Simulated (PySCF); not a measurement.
# The electron affinity along group 6

All values are computed (PySCF 2.14, energy differences of UHF-based or UKS calculations, no spin-orbit coupling). Values in eV. The last column holds reference values (measured affinities from photodetachment; the arrow runs from anion to atom). Unmarked ones compare directly (S terms, centres of terms, or small fine structure); those marked * lie between the lowest fine-structure levels and include a spin-orbit shift.

```
                                 element                         configurations     UHF    LDA   PBE0  MP2 (valence)  SCS-MP2 (valence)  MP2 (valence and next inner shell)  reference
    Cr (aug-cc-pwCVTZ, non-relativistic)            [Ar] 3d5 4s2 → [Ar] 3d5 4s1  -0.283  0.668  0.301          0.131              0.230                               0.143      0.676
Mo (aug-cc-pwCVTZ-PP with ECP28MDF, ECP)            [Kr] 4d5 5s2 → [Kr] 4d5 5s1  -0.269  0.826  0.356          0.172              0.269                               0.198      0.747
 W (aug-cc-pwCVTZ-PP with ECP60MDF, ECP)  [Xe] 4f14 5d5 6s2 → [Xe] 4f14 5d4 6s2   0.888  1.871  1.529          0.948              0.300                               0.966    0.817 *
```

The highest occupied level of the anion is positive for Cr⁻ at UHF, LDA, PBE0; Mo⁻ at UHF, LDA, PBE0; W⁻ at UHF, LDA, PBE0, so there the basis helps to hold the electron.

"Valence" correlates the outer s and p shells and, in groups 3 to 12 and the f block, the outer d or f shell, open or full, or the next shell where the ion has no valence electron left; the wider scheme adds the next inner shell.
